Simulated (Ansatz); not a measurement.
BeH2 (SMILES [BeH2]) moved off its minimum; all values from Ansatz (a program for electronic structure), cores frozen in correlated methods.
(charge 0, multiplicity 1)
```xyz
3

Be     0.05901     0.02205    -0.06046
H     -0.05360    -0.09009     1.26053
H      0.00173     0.01138    -1.34182
```

```csv
level,largest force (eV/Å),on atom,rms difference from CCSD(T)/aug-cc-pVTZ (eV/Å),dipole (D)
HF/def2-TZVPP,0.94,H3,0.028,0.42
PBE/def2-TZVPP,1.00,H3,0.062,0.37
r2SCAN/def2-TZVPP,0.93,H3,0.023,0.39
B3LYP/def2-TZVPP,0.85,Be1,0.034,0.38
wB97M-V/def2-TZVPP,0.86,Be1,0.059,0.39
MP2/aug-cc-pVTZ,0.86,Be1,0.027,0.40
CCSD(T)/aug-cc-pVTZ,0.88,H3,0.000,0.39
```

The differences count from one level among others, with limits of its own. Forces at CCSD(T)/aug-cc-pVTZ (eV/Å):

```csv
atom,Fx,Fy,Fz
Be1,-0.228,-0.183,0.797
H2,0.129,0.091,0.068
H3,0.100,0.092,-0.865
```
